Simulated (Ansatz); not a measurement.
`F[BH][GeH2][F]` + `CF` → `FBCF` + `[F][GeH3]` at 400 K and 1 bar (formal exchange of groups at a B–Ge bond).

Gas-phase electronic energies from Ansatz, PBE0-D4/def2-TZVP geometries. CCSD(T)/CBS adds triple-zeta CCSD(T) − MP2 to the extrapolated MP2 energy (def2 sets, frozen cores). This one scheme is used for every species. For Ge outer-core shells are correlated without core-valence functions, which leaves a few kJ/mol of doubt a bond. Scalar relativity is left out up to krypton. Each species was taken in one conformer, which may not be the lowest.

```csv
species,CCSD(T)/CBS energy (Eh),H − E (kJ/mol),S (J/(mol·K))
`F[BH][GeH2][F]`,-2302.35660,113.9,354.4
`CF`,-139.63461,117.5,234.3
`FBCF`,-264.27174,139.6,308.9
`[F][GeH3]`,-2177.72589,83.9,268.6
```

H − E and S are ideal-gas, rigid-rotor, harmonic terms from PBE0-D4/def2-TZVP, for one conformer and one mirror image of each species. 1 Eh = 2625.50 kJ/mol, R = 8.31446 J/(mol·K).

Problem. By hand: ΔE, ΔH, ΔS and ΔG.

Solution. ΔE = (-264.27174) + (-2177.72589) − (-2302.35660) − (-139.63461) = -0.00642 Eh = -16.9 kJ/mol. Δ(H − E) = 139.6 + 83.9 − 113.9 − 117.5 = -7.9, so ΔH = -24.8 kJ/mol. ΔS = 308.9 + 268.6 − 354.4 − 234.3 = -11.2 J/(mol·K). ΔG = -24.8 − 400 × (-11.2)/1000 = -20.3 kJ/mol.

Problem. By hand: the equilibrium constant, and the temperature at which ΔG would vanish if ΔH and ΔS stayed fixed.

Solution. log₁₀ K = −ΔG/(RT ln 10) = 2.7. ΔG = 0 at ΔH/ΔS = 2214 K, though so small a ΔS makes that figure unsure.

The number of gas molecules stays the same, so ΔS is small and ΔH decides. A doubt of 5 kJ/mol in ΔE shifts log₁₀ K by 0.7 here. Other conformers and mirror images would add mixing entropy, several J/(mol·K) or more a flexible species. These are equilibria of isolated gas molecules and say nothing of rates. Largest T1 diagnostic: 0.013 (customary marks: 0.02 for closed shells, 0.045 for open ones).
